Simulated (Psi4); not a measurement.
ClOTi (SMILES [O]=[Ti][Cl]), doublet, geometry from GFN2-xTB (such geometries of metal compounds can be far from the true shape) (the multiplicity is a formal guess), atoms displaced at random by about 0.08 Å a coordinate; Psi4 with B3LYP/6-31G, gradient.

Psi4 was given this input:
```
memory 2 GB

molecule mol {
0 2
  Ti    0.464757   -0.025621    0.457534
  Cl   -0.671076    0.724027   -1.053037
  O     0.121746   -1.487938    1.058608
symmetry c1
no_reorient
no_com
}

set basis 6-31g
set reference uks

gradient('b3lyp')
print_variables()
```

The log (banner, timings and long lists left out):

```
gradient() will perform analytic gradient computation.

   => Loading Basis Set <=

    Name: 6-31G
    Role: ORBITAL
    Keyword: BASIS

         ---------------------------------------------------------
                                   SCF
               by Justin Turney, Rob Parrish, Andy Simmonett
                          and Daniel G. A. Smith
                              UKS Reference
         ---------------------------------------------------------

  ==> Geometry <==

    Molecular point group: c1
    Full point group: C1

    Geometry (in Angstrom), charge = 0, multiplicity = 2:

       Center              X                  Y                   Z               Mass
    ------------   -----------------  -----------------  -----------------  -----------------
         TI           0.464757000000    -0.025621000000     0.457534000000    47.947941980000
         CL          -0.671076000000     0.724027000000    -1.053037000000    34.968852682000
         O            0.121746000000    -1.487938000000     1.058608000000    15.994914619570

  Running in c1 symmetry.

  Rotational constants: A =      0.97995  B =      0.13001  C =      0.11480 [cm^-1]
  Rotational constants: A =  29378.13044  B =   3897.63326  C =   3441.59321 [MHz]
  Nuclear repulsion =  177.689394817830987

  Charge       = 0
  Multiplicity = 2
  Electrons    = 47
  Nalpha       = 24
  Nbeta        = 23

  ==> Algorithm <==

  SCF Algorithm Type is DF.
  DIIS enabled.
  MOM disabled.
  Fractional occupation disabled.
  Guess Type is SAD.
  Energy threshold   = 1.00e-08
  Density threshold  = 1.00e-08
  Integral threshold = 1.00e-12

  ==> Primary Basis <==

  Basis Set: 6-31G
    Blend: 6-31G
    Number of shells: 23
    Number of basis functions: 51
    Number of Cartesian functions: 51
    Spherical Harmonics?: false
    Max angular momentum: 2

  ==> DFT Potential <==

   => LibXC <=

    Version 7.1.2
    S. Lehtola, C. Steigemann, M. J. T. Oliveira, and M. A. L. Marques,  SoftwareX 7, 1–5 (2018) (10.1016/j.softx.2017.11.002)

   => Composite Functional: B3LYP <=

    B3LYP Hyb-GGA Exchange-Correlation Functional

    P. J. Stephens, F. J. Devlin, C. F. Chabalowski, and M. J. Frisch,  J. Phys. Chem. 98, 11623 (1994) (10.1021/j100096a001)

    Deriv               =              1
    GGA                 =           TRUE
    Meta                =          FALSE

    Exchange Hybrid     =           TRUE
    MP2 Hybrid          =          FALSE

   => Exchange Functionals <=

    0.0800   Slater exchange
    0.7200         Becke 88

   => Exact (HF) Exchange <=

    0.2000               HF

   => Correlation Functionals <=

    0.1900   Vosko, Wilk & Nusair (VWN5_RPA)
    0.8100   Lee, Yang & Parr

   => LibXC Density Thresholds  <==

    XC_HYB_GGA_XC_B3LYP:  1.00E-15

   => Molecular Quadrature <=

    Radial Scheme          =       TREUTLER
    Pruning Scheme         =           NONE
    Nuclear Scheme         =       TREUTLER

    Blocking Scheme        =         OCTREE
    BS radius alpha        =              1
    Pruning alpha          =              1
    Radial Points          =             75
    Spherical Points       =            302
    Total Points           =          65863
    Total Blocks           =            581
    Max Points             =            256
    Max Functions          =             49
    Weights Tolerance      =       1.00E-15

   => Loading Basis Set <=

    Name: (6-31G AUX)
    Role: JKFIT
    Keyword: DF_BASIS_SCF

  ==> Integral Setup <==

  SCF_SUBTYPE=INCORE selected. In-core MEM_DF algorithm will be used.
  Using in-core AOs.

  ==> MemDFJK: Density-Fitted J/K Matrices <==

    J tasked:                   Yes
    K tasked:                   Yes
    wK tasked:                   No
    Algorithm:                 Core
    Schwarz Cutoff:           1E-12
    Mask sparsity (%):       1.4610
    Fitting Condition:        1E-10

   => Auxiliary Basis Set <=

  Basis Set: (6-31G AUX)
[...]
  @DF-UKS Final Energy: -1384.86249977587272
    Total Energy =                      -1384.8624997758727204
[...]

 ------------------------------------------------------------------------------------

         ------------------------------------------------------------
                                   SCF GRAD
                          Rob Parrish, Justin Turney,
                       Andy Simmonett, and Alex Sokolov
         ------------------------------------------------------------

  ==> Geometry <==

    Molecular point group: c1
    Full point group: C1

    Geometry (in Angstrom), charge = 0, multiplicity = 2:

       Center              X                  Y                   Z               Mass
    ------------   -----------------  -----------------  -----------------  -----------------
         TI           0.464757000000    -0.025621000000     0.457534000000    47.947941980000
         CL          -0.671076000000     0.724027000000    -1.053037000000    34.968852682000
         O            0.121746000000    -1.487938000000     1.058608000000    15.994914619570

  Nuclear repulsion =  177.689394817830987

  ==> Basis Set <==

  Basis Set: 6-31G
    Blend: 6-31G
    Number of shells: 23
    Number of basis functions: 51
    Number of Cartesian functions: 51
    Spherical Harmonics?: false
    Max angular momentum: 2

  ==> DFJKGrad: Density-Fitted SCF Gradients <==

    Gradient:                    1
    J tasked:                  Yes
    K tasked:                  Yes
    wK tasked:                  No
    Integrals threads:           1
    Schwarz Cutoff:          1E-12
    Fitting Condition:       1E-10

   => Auxiliary Basis Set <=

  Basis Set: (6-31G AUX)
    Blend: CC-PVDZ-JKFIT + DEF2-UNIVERSAL-JKFIT
    Number of shells: 118
    Number of basis functions: 588
    Number of Cartesian functions: 588
    Spherical Harmonics?: false
    Max angular momentum: 6

  ==> DFT Potential <==

   => LibXC <=

    Version 7.1.2
    S. Lehtola, C. Steigemann, M. J. T. Oliveira, and M. A. L. Marques,  SoftwareX 7, 1–5 (2018) (10.1016/j.softx.2017.11.002)

   => Composite Functional: B3LYP <=

    B3LYP Hyb-GGA Exchange-Correlation Functional

    P. J. Stephens, F. J. Devlin, C. F. Chabalowski, and M. J. Frisch,  J. Phys. Chem. 98, 11623 (1994) (10.1021/j100096a001)

    Deriv               =              1
    GGA                 =           TRUE
    Meta                =          FALSE

    Exchange Hybrid     =           TRUE
    MP2 Hybrid          =          FALSE

   => Exchange Functionals <=

    0.0800   Slater exchange
    0.7200         Becke 88

   => Exact (HF) Exchange <=

    0.2000               HF

   => Correlation Functionals <=

    0.1900   Vosko, Wilk & Nusair (VWN5_RPA)
    0.8100   Lee, Yang & Parr

   => LibXC Density Thresholds  <==

    XC_HYB_GGA_XC_B3LYP:  1.00E-15

   => Molecular Quadrature <=

    Radial Scheme          =       TREUTLER
    Pruning Scheme         =           NONE
    Nuclear Scheme         =       TREUTLER

    Blocking Scheme        =         OCTREE
    BS radius alpha        =              1
    Pruning alpha          =              1
    Radial Points          =             75
    Spherical Points       =            302
    Total Points           =          65863
    Total Blocks           =            581
    Max Points             =            256
    Max Functions          =             49
    Weights Tolerance      =       1.00E-15

  -Total Gradient:
     Atom            X                  Y                   Z
    ------   -----------------  -----------------  -----------------
       1       -0.067999532784     0.023694744018    -0.077170816139
       2        0.062138020492    -0.038028134487     0.080771352522
       3        0.005738984686     0.014618479353    -0.003891346023

  Variable Map:
  ----------------------------------------------------------------------------
[...]
  Array Variable Map:
  ----------------------------------------------------------------------------
[...]
[...]
```
